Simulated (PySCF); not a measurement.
**Antimony: a sound run and one with changed settings**

Sound run: Sb [Kr] 4d10 5s2 5p3, Sb⁺ [Kr] 4d10 5s2 5p2. Computed with PySCF 2.14 in aug-cc-pVDZ-PP with ECP28MDF (5s4p3d, 32 functions), with scalar relativity through the core potential. The sound run starts from symmetry-adapted Hartree-Fock orbitals and uses a fine grid where one is needed.

Changed run: 14 angular points. This setting is unsound on purpose.

| species | method | sound run (hartree) | changed run (hartree) | converged |
| --- | --- | --- | --- | --- |
| Sb | UHF | -239.27321 | -239.27321 | yes |
| Sb | B3LYP | -240.28834 | -240.28834 | yes |
| Sb | BP86 | -240.33001 | -240.33001 | yes |
| Sb⁺ | UHF | -238.95724 | -238.95724 | yes |
| Sb⁺ | B3LYP | -239.95950 | -239.95967 | yes |
| Sb⁺ | BP86 | -239.99643 | -239.99677 | yes |

Ionisation energy of Sb:

```csv
method,sound run (eV),changed run (eV)
UHF,8.598,8.598
B3LYP,8.948,8.944
BP86,9.077,9.068
```

A coarse angular grid integrates products of high-l functions wrongly, so density functionals can shift, and the SCF can exploit the error; Hartree-Fock and MP2 need no grid.

For comparison, NIST gives 8.608 eV between the lowest levels.
